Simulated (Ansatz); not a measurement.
Ansatz (an electronic-structure program) input (PBE0/def2-TZVPD):

Ansatz 0.2 input:
```yaml
crystal:
  periodic: [false, false, false]
  atoms:
    - {symbol: F, position_ang: [0.00000000, 0.00000000, 0.00000000]}
basis:
  gaussian:
    orbitals: def2-TZVPD
hamiltonian:
  xc: {name: PBE0}
magnetization: {spin_polarized: true, initial_magnetization: 1}
scf: {lower_state_search: full}
```

Output:

```
Functional definition: PBE0
integrals: 0.00 GiB planned
197 factors; their error is unknown
mean field: 0.09 GiB planned
mean field evaluation 1: about -2712.2405 eV, gradient 7.1e0 eV
mean field evaluation 2: about -2712.3284 eV, gradient 2.3e0 eV
mean field evaluation 4: about -2712.3420 eV, gradient 5.0e-2 eV
mean field evaluation 8: about -2712.3501 eV, gradient 2.0e-3 eV
mean field evaluation 16: about -2672.8380 eV, gradient 3.5e1 eV
mean field evaluation 32: about -2712.3420 eV, gradient 5.9e-2 eV
mean field -2712.35007875 eV, -99.6770268973 hartree, gradient 1.8e-5 eV, S^2 0.751799; 2 other end points of the search recorded, 0 dependent functions left out
reference -2712.35010500 eV, -99.6770278617 hartree; 5, 4 occupied and 35, 36 virtual orbitals, 197 factors
Total energy: -2712.35010500 eV, -99.6770278617 hartree
```
